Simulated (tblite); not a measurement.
HSZn, doublet, geometry from GFN2-xTB (such geometries of metal compounds can be far from the true shape) (the spin is typed, not shown lowest); tblite with GFN1-xTB.

Input for tblite:
```
$ tblite run mol.xyz --method gfn1 --charge 0 --spin 1 --guess eeq --json tblite.json --no-restart

# file mol.xyz
3

Zn    -0.40899229    -0.71588306    -0.30339505
S      0.67274253     1.30222879     0.48903689
H      1.50588835     0.64083112     1.27726104
```

What the program printed (banner, timings and long lists left out):

```
xTB calculator
 | screened Coulomb repulsion
 | Coulomb electrostatics
 |  * isotropic Klopman-Ohno-Mataga-Nishimoto electrostatics
 |  * onsite third-order electrostatics
 | DFT-D3(BJ) dispersion correction

halogen bonding energy    0.0000000000000E+00 Eh
repulsion energy          1.1740566309879E-02 Eh
dispersion energy        -7.2035170995688E-04 Eh
number of electrons       9.0000000000000E+00 e
integral cutoff           3.9672993110968E+01 bohr

------------------------------------------------------------
  cycle        total energy    energy error   density error
------------------------------------------------------------
      1     -4.954980412767  -4.9660006E+00   2.8803869E-01
      2     -5.016355777449  -6.1375365E-02   1.9868793E-01
      3     -5.024873489286  -8.5177118E-03   8.0734605E-02
      4     -5.024971661932  -9.8172646E-05   2.2826081E-02
      5     -5.025008014334  -3.6352402E-05   9.3276578E-04
      6     -5.025008217484  -2.0315065E-07   1.2908755E-04
      7     -5.025008221899  -4.4148658E-09   6.6277265E-05
      8     -5.025008222052  -1.5317347E-10   6.1485842E-06
------------------------------------------------------------

electronic energy        -5.0360284366523E+00 Eh
total energy             -5.0250082220524E+00 Eh

Post processing:
 | Mayer-Wiberg bond orders

[Info] JSON dump of results written to 'tblite.json'
```
